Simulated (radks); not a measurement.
The numbers below are computed, except where a source is named.
Problem. All-electron atom: the dysprosium ion Dy4+ in [Xe] 4f8. Level of theory: Dirac Kohn-Sham, PBEsol, spin-unpolarised, spherical densities, finite nucleus; open shells fill j = l - 1/2 first; Fermi nuclear charge, rms radius 5.2218 fm (a radial shooting solver on a logarithmic mesh with Libxc functionals).

Spin-orbit splittings of the eigenvalues, e(l+1/2) - e(l-1/2), with zeta = 2 splitting/(2l+1) and mean radii in bohr:

| shell | occ. | splitting (eV) | zeta (eV) | <r> j=l-1/2 | <r> j=l+1/2 |
|---|---|---|---|---|---|
| 2p | 6 | 799.6 | 533.1 | 0.07439 | 0.08145 |
| 3p | 6 | ? | ? | 0.2239 | 0.2373 |
| 3d | 10 | 36.24 | 14.50 | 0.2097 | 0.2139 |
| 4p | 6 | 37.46 | 24.97 | 0.5388 | 0.5690 |
| 4d | 10 | 6.838 | 2.735 | 0.5990 | 0.6095 |
| 4f | 8 | 1.012 | 0.2892 | 0.7583 | 0.7673 |
| 5p | 6 | 5.693 | 3.796 | 1.369 | 1.449 |
| 5d | 0 | 0.6444 | 0.2577 | 1.886 | 1.917 |

Estimate the 3p splitting.

Solution. 166.0 eV (zeta = 110.7 eV).
